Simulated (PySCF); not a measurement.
**Fine-structure interval of Gd²⁷⁺ by level of theory**

Gd²⁷⁺ [Kr] 4d1 [4d3/2^1, M_J = 3/2] → Gd²⁷⁺ [Kr] 4d1 [4d5/2^1, M_J = 5/2], as a difference of total energies. All numbers are calculated (PySCF 2.14, the two-component X2C-1e Hamiltonian, in an uncontracted even-tempered set (17 s from 2.3 bohr⁻², ratio 2.8; 14 p from 2.9 bohr⁻², ratio 2.8; 9 d from 2.9 bohr⁻², ratio 2.8; 3 f from 10 bohr⁻², ratio 3)). Correlated levels: [Ar] 3d10 frozen; the 96 highest virtual spinors dropped. "Screened" scales the spin-orbit matrix elements by Boettger's factors to mimic the two-electron term; Breit and QED terms are absent.

```json
{"method": "GHF (screened spin-orbit)", "fine-structure interval (cm⁻¹)": "70294"}
{"method": "GMP2 (screened spin-orbit)", "fine-structure interval (cm⁻¹)": "70343"}
{"method": "GHF (bare spin-orbit)", "fine-structure interval (cm⁻¹)": "83346"}
```
